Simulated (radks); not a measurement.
The numbers below are computed, except where a source is named.
The argon ion Ar3+, 15 electrons, occupied as [Ne] 3s2 3p3 (the NIST ground configuration).

Level of theory: scalar-relativistic Kohn-Sham, r2SCAN, spin-polarised, spherical densities, finite nucleus; open shells are filled with parallel spins first; meta-GGA in the generalised Kohn-Sham scheme; Fermi nuclear charge, rms radius 3.4274 fm (a radial shooting solver on a logarithmic mesh with Libxc functionals).

Energy parts (hartree):
part                       energy
total                  -526.31947
kinetic                 529.20100
electron-nucleus      -1230.57777
Hartree                 204.79151
exchange-correlation    -29.73421

Orbitals (lengths in bohr, moments of r in powers of bohr):
orbital  occ.  eigenvalue (hartree)      <r^4>   <1/r>
1s up       1             -117.0775  0.0002532   17.69
1s down     1             -117.0374  0.0002529   17.70
2s up       1             -12.88825    0.07283   3.577
2s down     1             -12.86704    0.07200   3.572
2p up       3             -10.35691    0.06474   3.465
2p down     3             -10.31283    0.06388   3.460
3s up       1              -2.53468      5.586   1.073
3s down     1              -2.30204      6.003   1.061
3p up       3              -1.92574      7.968  0.9740
3p down     0              -1.70615      8.758  0.9588

The highest occupied level is 3p up at -52.402 eV. The electron density at the nucleus is 4355 e/bohr^3 (large components only). The density falls to 0.001 e/bohr^3 at r = 2.95 bohr. Spin moment in Bohr magnetons: 3. For comparison, the ionisation energy in NIST's Atomic Spectra Database is 59.6 eV (semi-empirical). In exact Kohn-Sham theory the highest level is minus the ionisation energy, but local and semilocal functionals leave it too shallow, through self-interaction and a potential that decays too fast; potentials with the right tail come closer.
